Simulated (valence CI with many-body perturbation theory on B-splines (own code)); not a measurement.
## Questions on Pb LXXVI

Method: relativistic CI+MBPT: five valence electrons over a frozen Dirac-Fock core [He], radial functions for each j: 11 s, 11 p, 10 d, 8 f, 5 g, 2 h, with the one-electron correlation potential Σ1 (screened to all orders), the two-electron term Σ2, the three-electron term Σ3, Breit, model QED; selected single and double excitations, second order for the rest, scaled by the run's own slope (own B-spline code, finite nucleus).

No measured spectrum was set against this ion. As an estimate, large intervals hold to a few tenths of a per cent, small ones and those within an open d or f shell to about a per cent. Among the levels kept, up to 7700 cm⁻¹ of a level comes from second order outside the variational space, and about a tenth of that is noise between levels of different J, which matters for small intervals.

Levels are named by their leading jj configuration (3d3/2^4 stands for four electrons in 3d with j = 3/2), which in mixed levels can hold well under half, so a name can repeat and another be missing.

Rates and lifetimes use the calculated energies. Strong lines usually hold to 10 to 20 %, long lifetimes can be off by a factor of two.

Task: What is the ground level?

Result: (2s^2 2p1/2^2 2p3/2) J=3/2, composition 49 % 2s2 2p3 2P° + 27 % 2s2 2p3 2D° + 23 % 2s2 2p3 4S°, g = 1.299.

Task: How well does LS coupling describe the low levels?

Result: Among the lowest 20 levels the leading LS term, summed over configurations, holds 63 % on average. For single configurations the figures are 63 % in LS and 100 % in jj coupling. Terms mix most in the J = 3/2 level at 93692 × 10³ cm⁻¹, where the leading one holds 36 %.

Task: Name the longest-lived excited levels whose lifetime is computed, and their main decay.

Result: (2s^2 2p1/2 2p3/2^2) J=5/2 at 18359 × 10³ cm⁻¹ lives 55.3 ps, mostly by M1 to (2s^2 2p1/2^2 2p3/2) J=3/2; (2s^2 2p1/2 2p3/2^2) J=1/2 at 18869 × 10³ cm⁻¹ lives 17.7 ps, mostly by M1 to (2s^2 2p1/2^2 2p3/2) J=3/2; (2s^2 2p1/2 2p3/2^2) J=3/2 at 18175 × 10³ cm⁻¹ lives 9.64 ps, mostly by M1 to (2s^2 2p1/2^2 2p3/2) J=3/2.

Task: Where does the other parity begin?

Result: At (2s 2p1/2^2 2p3/2^2) J=5/2, 21481 × 10³ cm⁻¹.

Task: Among levels below 138160 × 10³ cm⁻¹, which E1 lines absorb most strongly from the ground level?

Result: to (2s^2 2p1/2^2 3d5/2) J=5/2 at 0.1042 nm, f = 0.548; to (2s^2 2p1/2 2p3/2 3d3/2) J=5/2 at 0.08836 nm, f = 0.497; to (2s^2 2p1/2 2p3/2 3d3/2) J=3/2 at 0.08833 nm, f = 0.297.

Task: What is the ionisation energy?

Result: 20756 eV; NIST lists 20750 ± 100 eV (theoretical).
